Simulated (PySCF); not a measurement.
**Correlation energy of Co(3+) (cobalt, charge +3)**

[Ar] 3d6, high-spin 5D determinant. Calculation: PySCF 2.14, in ANO-RCC-VTZP (6s5p3d2f1g, 59 functions); the spin-free X2C one-electron Hamiltonian (Gaussian nucleus). Frozen: [Ar]; 6 electrons correlated.

```csv
level,correlation energy (mhartree)
CCSD,-109.17
(T),-1.71
CCSD(T),-110.88
```

Diagnostics: T1 = 0.0041, D1 = 0.0067, largest double amplitude 0.032.

Cost of the coupled-cluster step: roughly 1.4 core-seconds, for 6 correlated electrons.

Iterations:

```
CC2 = 0
CCSD nocc = (np.int64(5), np.int64(1)), nmo = (50, 50)
frozen orbitals [[0, 1, 2, 3, 4, 5, 6, 7, 8], [0, 1, 2, 3, 4, 5, 6, 7, 8]]
max_cycle = 100
direct = 0
conv_tol = 1e-08
conv_tol_normt = 1e-06
diis_space = 8
diis_start_cycle = 0
Init t2, MP2 energy = -0.106188545489829
Init E_corr(UCCSD) = -0.106188545493106
cycle = 1  E_corr(UCCSD) = -0.108365186544879  dE = -0.00217664105  norm(t1,t2) = 0.0161549
cycle = 2  E_corr(UCCSD) = -0.109024231980725  dE = -0.000659045436  norm(t1,t2) = 0.00354343
cycle = 3  E_corr(UCCSD) = -0.109126344087064  dE = -0.000102112106  norm(t1,t2) = 0.00169767
cycle = 4  E_corr(UCCSD) = -0.109177401287985  dE = -5.10572009e-05  norm(t1,t2) = 0.000512014
cycle = 5  E_corr(UCCSD) = -0.109172198490932  dE = 5.20279705e-06  norm(t1,t2) = 0.000132411
cycle = 6  E_corr(UCCSD) = -0.109172791430033  dE = -5.92939101e-07  norm(t1,t2) = 3.88543e-05
cycle = 7  E_corr(UCCSD) = -0.109172868073679  dE = -7.66436462e-08  norm(t1,t2) = 1.06392e-05
cycle = 8  E_corr(UCCSD) = -0.109172782330868  dE = 8.57428113e-08  norm(t1,t2) = 4.65793e-06
cycle = 9  E_corr(UCCSD) = -0.109172800434279  dE = -1.81034113e-08  norm(t1,t2) = 9.74529e-07
cycle = 10  E_corr(UCCSD) = -0.109172799187075  dE = 1.24720385e-09  norm(t1,t2) = 2.65877e-07
UCCSD converged
E(UCCSD) = -1389.979433947115  E_corr = -0.1091727991870755
UCCSD(T) correction = -0.0017063123119664
```
